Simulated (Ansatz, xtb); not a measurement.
**A geometry optimisation of CF4Si with r2SCAN-D4/def2-SVP**

The starting geometry of this gas-phase singlet has its atoms placed at random.

```xyz
6

C     1.1276   -0.5498   -0.0159
F     1.1228    0.7942   -1.0315
F     0.0579    0.8510   -1.8758
F    -0.5588   -0.4744   -1.1440
F     1.5068   -0.4872   -1.1461
Si    0.6136    1.7032    0.2473
```

One run relaxed it with r2SCAN-D4/def2-SVP. What is a likely outcome?

It ends as a structure given below by its coordinates. Distances that change by over a tenth: F2–F3 (1.36 → 2.53 Å), F2–F5 (1.34 → 2.96 Å). Contacts that close: C1–F4 (2.03 → 1.29 Å), F3–Si6 (2.35 → 1.71 Å).

The energy falls by 27.59 eV over 15 steps:

```tsv
step	E − E(last) (eV)
1	27.587
3	10.174
4	7.070
6	3.910
7	2.214
9	0.130
10	0.020
12	0.002
13	0.001
15	0.000
```

Final geometry (Å):

```yaml
atoms:
  - { symbol: C, position_ang: [0.5935, -0.4877, -0.4709] }
  - { symbol: F, position_ang: [1.9760, 1.8484, -0.6659] }
  - { symbol: F, position_ang: [-0.1274, 1.1007, -1.8543] }
  - { symbol: F, position_ang: [-0.4208, -1.2752, -0.4132] }
  - { symbol: F, position_ang: [1.4730, -1.0118, -1.2421] }
  - { symbol: Si, position_ang: [0.3755, 1.6625, -0.3196] }
```

From the same start GFN2-xTB reaches the same bonding as this run.

From so rough a start the end depends on the optimiser's path, so another program may land elsewhere. No frequencies were run, so the end isn't proven a minimum. Run with Ansatz 0.2.0, 110 s on 1 thread of AMD EPYC (Zen 3), on a shared host.
